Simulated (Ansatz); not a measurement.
Single points on the cluster Si2O2⁻.

```yaml
crystal:
  periodic: [false, false, false]
  atoms:
    - {symbol: Si, position_ang: [0.428817, 1.089191, 0.439965]}
    - {symbol: Si, position_ang: [-0.428815, -1.089191, -0.439970]}
    - {symbol: O, position_ang: [-0.622142, -1.490654, -1.916523]}
    - {symbol: O, position_ang: [0.622149, 1.490654, 1.916518]}
basis:
  gaussian: {orbitals: def2-TZVPD, initial_orbitals: start.molden}
total_charge: -1
magnetization: {spin_polarized: true, initial_magnetization: 1}
hamiltonian: {xc: {name: revPBE}, dispersion: d4}
scf: {omitted_lower_state_checks: [starts]}
output: {orbitals: {seedname: orbitals}}
```

The file start.molden holds the orbitals of an earlier run on this structure, at another level or in another basis.

```sh
$ ansatz run in.yaml --threads 4 --pin off --events-out ev --progress --plain --max-ram 3916MiB
```

Shortened log:

```
Functional definition: revPBE
918 factors; their error is unknown
mean field evaluation 1: about -19848.7724 eV, gradient 7.1e0 eV
mean field evaluation 2: about -19848.8724 eV, gradient 1.8e-1 eV
mean field evaluation 4: about -19848.8653 eV, gradient 1.0e-3 eV
mean field evaluation 8: about -19848.8653 eV, gradient 8.2e-6 eV
mean field -19848.86530779 eV, -729.4323460173 hartree, gradient 1.0e-5 eV, S^2 0.754517; 0 other end points of the search recorded, 0 dependent functions left out
reference -19848.86536188 eV, -729.4323480050 hartree; 23, 22 occupied and 143, 144 virtual orbitals, 918 factors
Total energy: -19849.17351883 eV, -729.4436725640 hartree
Checks for a lower state left out: starts
```

Run time 1.9 s (4 threads of Arm Neoverse V1 on a shared host).

First input, but with `hamiltonian: {xc: pbe, dispersion: d4}`, `output: {forces: true, orbitals: {seedname: orbitals}}` (abridged; 2.1 s):

```
Functional definition: PBE
mean field -19841.33220276 eV, -729.1555095133 hartree, gradient 1.7e-5 eV, S^2 0.753900
Total energy: -19841.45490571 eV, -729.1600187638 hartree
Atom 0 force    -0.124762    -0.250172    -1.079938 eV/Å
Atom 1 force     0.124762     0.250172     1.079938 eV/Å
Atom 2 force    -0.134459    -0.276173    -1.070323 eV/Å
Atom 3 force     0.134459     0.276173     1.070323 eV/Å
Dipole moment:     0.000000     0.000000     0.000000 e Å
Checks for a lower state left out: starts
```

The first input with `hamiltonian: {xc: {name: r2SCANh}, dispersion: d4}` (abridged; 4.8 s):

```
Functional definition: r2SCANh
mean field -19849.23546540 eV, -729.4459490585 hartree, gradient 1.7e-5 eV, S^2 0.759086
Total energy: -19849.26537212 eV, -729.4470481101 hartree
Checks for a lower state left out: starts
```

The first input with `hamiltonian: {xc: r2scan, dispersion: d4}` (abridged; 4.1 s):

```
Functional definition: r2SCAN
mean field -19849.78210063 eV, -729.4660375326 hartree, gradient 1.4e-5 eV, S^2 0.758458
Total energy: -19849.80913872 eV, -729.4670311642 hartree
Checks for a lower state left out: starts
```

The first input with `hamiltonian: {xc: pbe0, dispersion: d4}` (abridged; 4.2 s):

```
Functional definition: PBE0
mean field evaluation 16: about -19841.9675 eV, gradient 8.1e-5 eV
mean field -19841.96748445 eV, -729.1788556848 hartree, gradient 1.5e-5 eV, S^2 0.755911
Total energy: -19842.07212070 eV, -729.1827009963 hartree
Checks for a lower state left out: starts
```

The first input with `gaussian: {orbitals: "def2-TZVPPD.json", initial_orbitals: start.molden}`, `correlation: {method: ccsd_t}`, `scf: {omitted_lower_state_checks: [starts, cluster_reference]}` and without the key `hamiltonian` (abridged; 37 s):

```
Functional definition: HF
mean field evaluation 16: about -19801.6040 eV, gradient 4.5e-1 eV
mean field evaluation 32: about -19801.6295 eV, gradient 2.2e-1 eV
mean field -19801.63854950 eV, -727.6967946614 hartree, gradient 1.6e-6 eV, S^2 1.052232; 2 other end points of the search recorded, 0 dependent functions left out
12 core orbitals not correlated: weight in the atoms' cores, before any rotation towards them, 1.000 or more for the frozen orbitals, at most 0.000 for the correlated occupied ones
second order -18.79879425 eV of doubles, -0.00000000 eV of singles
cycle   1  -17.99740394 eV  change    8.0e-1 eV  update   1.8e-1
cycle   2  -18.70578377 eV  change   -7.1e-1 eV  update   8.7e-2
cycle   3  -18.98560027 eV  change   -2.8e-1 eV  update   5.1e-2
cycle   4  -19.00723958 eV  change   -2.2e-2 eV  update   2.8e-2
cycle   5  -19.01423606 eV  change   -7.0e-3 eV  update   2.0e-2
cycle   6  -19.05314490 eV  change   -3.9e-2 eV  update   1.1e-2
cycle   7  -19.06140039 eV  change   -8.3e-3 eV  update   5.8e-3
cycle   8  -19.06106758 eV  change    3.3e-4 eV  update   2.2e-3
cycle   9  -19.06396770 eV  change   -2.9e-3 eV  update   1.2e-3
cycle  10  -19.06440099 eV  change   -4.3e-4 eV  update   4.6e-4
cycle  11  -19.06379058 eV  change    6.1e-4 eV  update   2.3e-4
cycle  12  -19.06393475 eV  change   -1.4e-4 eV  update   1.3e-4
cycle  13  -19.06398348 eV  change   -4.9e-5 eV  update   7.2e-5
cycle  14  -19.06396697 eV  change    1.7e-5 eV  update   3.5e-5
cycle  15  -19.06401499 eV  change   -4.8e-5 eV  update   2.1e-5
cycle  16  -19.06401668 eV  change   -1.7e-6 eV  update   1.1e-5
perturbative correction -1.13581838 eV, -0.0417405555 hartree
Total energy: -19821.83838456 eV, -728.4391249080 hartree
Checks for a lower state left out: starts, cluster_reference
```

Geometry: PBE0-D4/def2-TZVPD.

Correlated methods freeze 12 core orbitals. At revPBE-D4/def2-TZVPD, PBE-D4/def2-TZVPD, r2SCANh-D4/def2-TZVPD, r2SCAN-D4/def2-TZVPD the highest occupied level of the charge -1 doublet lies above zero (up to 0.63 eV). The electron is either unbound and held by the finite basis, or the level is raised by self-interaction error. At CCSD(T)/def2-TZVPPD T1 of the charge -1 doublet is large (up to 0.049), so the single-reference result is doubtful. At CCSD(T)/def2-TZVPPD the charge -1 doublet is spin-contaminated (final ⟨S²⟩ up to 1.05, 0.75 for a pure state). Another isomer (doublet) lies 1.66 eV lower at PBE0-D4/def2-TZVPD; other spin states weren't run for this one.
